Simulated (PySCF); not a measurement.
## Two-component Hartree-Fock for Pt²⁺ (platinum, charge +2)

Start: [Xe] 4f14 5d8; 5d3/2 filled at m_j = -3/2, -1/2, +1/2, +3/2; 5d5/2 filled at m_j = -1/2, +1/2, +3/2, +5/2. Calculated with PySCF 2.14 in x2c-QZVPPall-2c: generalised Hartree-Fock with the X2C-1e Hamiltonian and a Gaussian nucleus; one run each with spin-orbit coupling (SO) switched off, then screened by Boettger's factors.

```json
{"spinor shell": "1s1/2", "electrons": "2", "ε, spin-free (eV)": "-78853.4", "ε, screened SO (eV)": "-78824.6", "weight of nominal j (screened SO)": "1.000", "rms radius, screened SO (bohr)": "0.0194"}
{"spinor shell": "2s1/2", "electrons": "2", "ε, spin-free (eV)": "-14020.4", "ε, screened SO (eV)": "-14011.3", "weight of nominal j (screened SO)": "1.000", "rms radius, screened SO (bohr)": "0.0782"}
{"spinor shell": "2p1/2", "electrons": "2", "ε, spin-free (eV)": "-12163.7", "ε, screened SO (eV)": "-13407.4", "weight of nominal j (screened SO)": "1.000", "rms radius, screened SO (bohr)": "0.0663"}
{"spinor shell": "2p3/2", "electrons": "4", "ε, spin-free (eV)": "-12163.7", "ε, screened SO (eV)": "-11672.3", "weight of nominal j (screened SO)": "1.000", "rms radius, screened SO (bohr)": "0.0741"}
{"spinor shell": "3s1/2", "electrons": "2", "ε, spin-free (eV)": "-3376.9", "ε, screened SO (eV)": "-3373.9", "weight of nominal j (screened SO)": "1.000", "rms radius, screened SO (bohr)": "0.200"}
{"spinor shell": "3p1/2", "electrons": "2", "ε, spin-free (eV)": "-2827.3", "ε, screened SO (eV)": "-3103.5", "weight of nominal j (screened SO)": "1.000", "rms radius, screened SO (bohr)": "0.191"}
{"spinor shell": "3p3/2", "electrons": "4", "ε, spin-free (eV)": "-2827.3", "ε, screened SO (eV)": "-2716.1", "weight of nominal j (screened SO)": "1.000", "rms radius, screened SO (bohr)": "0.207"}
{"spinor shell": "3d3/2", "electrons": "4", "ε, spin-free (eV)": "-2222.5", "ε, screened SO (eV)": "-2271.1", "weight of nominal j (screened SO)": "1.000", "rms radius, screened SO (bohr)": "0.182"}
{"spinor shell": "3d5/2", "electrons": "6", "ε, spin-free (eV)": "-2222.5", "ε, screened SO (eV)": "-2187.8", "weight of nominal j (screened SO)": "1.000", "rms radius, screened SO (bohr)": "0.186"}
{"spinor shell": "4s1/2", "electrons": "2", "ε, spin-free (eV)": "-778.08", "ε, screened SO (eV)": "-777.08", "weight of nominal j (screened SO)": "1.000", "rms radius, screened SO (bohr)": "0.441"}
{"spinor shell": "4p1/2", "electrons": "2", "ε, spin-free (eV)": "-594.73", "ε, screened SO (eV)": "-661.28", "weight of nominal j (screened SO)": "1.000", "rms radius, screened SO (bohr)": "0.447"}
{"spinor shell": "4p3/2", "electrons": "4", "ε, spin-free (eV)": "-594.73", "ε, screened SO (eV)": "-567.64", "weight of nominal j (screened SO)": "1.000", "rms radius, screened SO (bohr)": "0.481"}
{"spinor shell": "4d3/2", "electrons": "4", "ε, spin-free (eV)": "-367.26", "ε, screened SO (eV)": "-377.69", "weight of nominal j (screened SO)": "1.000", "rms radius, screened SO (bohr)": "0.496"}
{"spinor shell": "4d5/2", "electrons": "6", "ε, spin-free (eV)": "-367.26", "ε, screened SO (eV)": "-359.49", "weight of nominal j (screened SO)": "1.000", "rms radius, screened SO (bohr)": "0.508"}
{"spinor shell": "5s1/2", "electrons": "2", "ε, spin-free (eV)": "-140.95", "ε, screened SO (eV)": "-140.68", "weight of nominal j (screened SO)": "1.000", "rms radius, screened SO (bohr)": "1.03"}
{"spinor shell": "4f5/2", "electrons": "6", "ε, spin-free (eV)": "-112.54", "ε, screened SO (eV)": "-114.23", "weight of nominal j (screened SO)": "0.999", "rms radius, screened SO (bohr)": "0.561"}
{"spinor shell": "4f7/2", "electrons": "8", "ε, spin-free (eV)": "-112.54", "ε, screened SO (eV)": "-110.43", "weight of nominal j (screened SO)": "0.999", "rms radius, screened SO (bohr)": "0.567"}
{"spinor shell": "5p1/2", "electrons": "2", "ε, spin-free (eV)": "-90.324", "ε, screened SO (eV)": "-102.44", "weight of nominal j (screened SO)": "0.996", "rms radius, screened SO (bohr)": "1.12"}
{"spinor shell": "5p3/2", "electrons": "4", "ε, spin-free (eV)": "-90.324", "ε, screened SO (eV)": "-85.218", "weight of nominal j (screened SO)": "0.998", "rms radius, screened SO (bohr)": "1.21"}
{"spinor shell": "5d3/2", "electrons": "4", "ε, spin-free (eV)": "-32.021", "ε, screened SO (eV)": "-32.995", "weight of nominal j (screened SO)": "0.883", "rms radius, screened SO (bohr)": "1.63"}
{"spinor shell": "5d5/2", "electrons": "4", "ε, spin-free (eV)": "-32.021", "ε, screened SO (eV)": "-31.092", "weight of nominal j (screened SO)": "0.902", "rms radius, screened SO (bohr)": "1.69"}
```

| quantity | spin-free | screened SO |
| --- | --- | --- |
| E (hartree) | -18398.90845 | -18426.08130 |
| M_J | 4 | 4 |
| ⟨J²⟩ | 20.026 | 20.018 |
| ⟨L²⟩ | 12.019 | 12.468 |
| ⟨S²⟩ | 2.007 | 2.097 |

Each row is a mean over spinors that exchange with the open shell spreads, by up to 6.727 eV (5p3/2).

Rows whose weight is well below 1 are mixtures of j = l ± 1/2: exchange outweighs spin-orbit coupling there, and the label is only the starting occupation.

Breit and QED terms are absent; they matter most for the inner s and p1/2 levels.

Densities and radii are taken from the X2C orbitals without a picture-change correction, which distorts them close to the nucleus.

Without spin-orbit coupling the j labels of p, d and f shells carry no meaning; the spin-free column gives the mean over the occupied spinors of each nl shell.
